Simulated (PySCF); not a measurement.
BF₃H₃N, SMILES [NH3+][B-](F)(F)F. The structure is a stationary point at PBE-D3(BJ)/def2-SVP.

Method: PBE-D3(BJ)/def2-SVP run with PySCF 2.14.0.

Harmonic wavenumbers (cm⁻¹): 87, 260, 260, 424, 436, 436, 657, 760, 760, 870, 1228, 1259, 1259, 1561, 1561, 3381, 3510, 3510. Rotational constants (GHz): 4.814, 4.582, 4.582; symmetry number 3.

Problem. Work out the zero-point energy and the ideal-gas rigid-rotor harmonic-oscillator thermochemistry at 298.15 K and 1 atm.

Solution. ZPE = ½ Σ hcν = ½ × 22221 cm⁻¹ = 31.77 kcal/mol. H − E(el) = 36.00 kcal/mol. Entropy in cal/(mol K): translation 39.23, rotation 23.38, vibration 10.72, total 73.33. G − E(el) = 14.13 kcal/mol. Cp = 21.14 cal/(mol K). Modes under 150 cm⁻¹ make the vibrational entropy uncertain.
